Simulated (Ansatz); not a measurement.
Single points on Na₈H₇⁺.

```yaml
crystal:
  periodic: [false, false, false]
  atoms:
    - {symbol: Na, position_ang: [-0.890626, -0.892371, -2.374057]}
    - {symbol: Na, position_ang: [2.814913, -1.295922, -3.054668]}
    - {symbol: Na, position_ang: [-0.766437, 3.159104, -1.553503]}
    - {symbol: Na, position_ang: [-0.295256, 3.075262, 2.124436]}
    - {symbol: Na, position_ang: [-1.461472, -0.572327, 1.568665]}
    - {symbol: Na, position_ang: [0.969300, -2.717997, -0.645970]}
    - {symbol: Na, position_ang: [1.603436, 1.448356, -0.539226]}
    - {symbol: Na, position_ang: [4.551733, -0.739367, 0.047538]}
    - {symbol: H, position_ang: [0.448548, 3.387818, 0.154918]}
    - {symbol: H, position_ang: [-1.132134, 1.270130, 2.311891]}
    - {symbol: H, position_ang: [-0.255366, 1.214679, -2.105731]}
    - {symbol: H, position_ang: [-2.773677, -1.423566, 3.685052]}
    - {symbol: H, position_ang: [-2.845977, -2.085878, 3.314905]}
    - {symbol: H, position_ang: [-0.862103, -1.672755, -0.122756]}
    - {symbol: H, position_ang: [0.895108, -2.155155, -2.811515]}
basis:
  gaussian: {orbitals: def2-TZVP, initial_orbitals: start.molden}
total_charge: 1
hamiltonian: {xc: {name: CAM-B3LYP}, dispersion: d4}
scf: {omitted_lower_state_checks: [starts]}
output: {orbitals: {seedname: orbitals}}
```

The file start.molden holds the orbitals of an earlier run on this structure, at another level or in another basis.

```sh
$ ansatz run in.yaml --threads 4 --pin off --events-out ev --progress --plain --max-ram 4787MiB
```

Shortened log:

```
Functional definition: CAM-B3LYP
2524 factors; their error is unknown
1155 factors; integrals over basis functions are off by at most 2.4e-5 eV
mean field evaluation 1: about -35438.1146 eV, gradient 4.7e0 eV
mean field evaluation 2: about -35438.1660 eV, gradient 5.6e-2 eV
mean field evaluation 4: about -35438.3165 eV, gradient 1.5e-4 eV
mean field -35438.31651179 eV, -1302.3341108548 hartree, gradient 1.1e-5 eV, S^2 0.000000; 0 other end points of the search recorded, 0 dependent functions left out
reference -35438.31674031 eV, -1302.3341192526 hartree; 47, 47 occupied and 251, 251 virtual orbitals, 2524 factors
Total energy: -35438.76356383 eV, -1302.3505397141 hartree
Checks for a lower state left out: starts
```

Hardware: 4 threads of Arm Neoverse V2 on a shared host. Wall time 16 s, peak host memory 1.7 GiB.

First input, but with `hamiltonian: {xc: pbe, dispersion: d4}`, `output: {forces: true, orbitals: {seedname: orbitals}}` (abridged; 8.5 s):

```
Functional definition: PBE
mean field -35414.39097687 eV, -1301.4548636634 hartree, gradient 1.7e-5 eV, S^2 0.000000
Total energy: -35414.86146685 eV, -1301.4721538516 hartree
Atom 0 force    -0.049511    -0.007325    -0.028451 eV/Å
Atom 1 force     0.032530     0.013791     0.028645 eV/Å
Atom 2 force    -0.011344     0.008345     0.002940 eV/Å
Atom 3 force    -0.003728     0.014840    -0.008718 eV/Å
Atom 4 force    -0.015087     0.003640     0.027887 eV/Å
Atom 5 force     0.026424    -0.016209     0.010469 eV/Å
Atom 6 force     0.030789     0.005895     0.016674 eV/Å
Atom 7 force    -0.036789     0.002058    -0.033895 eV/Å
Atom 8 force     0.018437     0.019353    -0.001367 eV/Å
Atom 9 force    -0.011826    -0.017306     0.026871 eV/Å
Atom 10 force     0.018774     0.006880    -0.011990 eV/Å
Atom 11 force    -0.020994    -0.219997    -0.129651 eV/Å
Atom 12 force     0.025783     0.224972     0.121684 eV/Å
Atom 13 force    -0.001641    -0.012739    -0.002054 eV/Å
Atom 14 force    -0.001816    -0.026199    -0.019046 eV/Å
Dipole moment:    -0.149577     0.366543    -0.071576 e Å
Checks for a lower state left out: starts
```

First input, but with `hamiltonian: {xc: {name: wB97M-V}}` (abridged; 44 s):

```
Functional definition: wB97M-V
mean field -35436.06117421 eV, -1302.2512287274 hartree, gradient 1.4e-5 eV, S^2 0.000000
Total energy: -35436.06130380 eV, -1302.2512334896 hartree
Checks for a lower state left out: starts
```

Geometry: PBE0-D4/def2-SVP.

The restricted singlet is unstable towards broken spin symmetry in Hartree–Fock (as tested in another run); at CAM-B3LYP-D4/def2-TZVP, PBE-D4/def2-TZVP, ωB97M-V/def2-TZVP this wasn't settled. In the singlet, H12 and H13 lie 0.76 Å apart (atoms count from 1), so H2 has formed as a molecule. Another isomer (singlet) lies 1.08 eV lower at PBE0-D4/def2-TZVP; other spin states weren't run for this one.
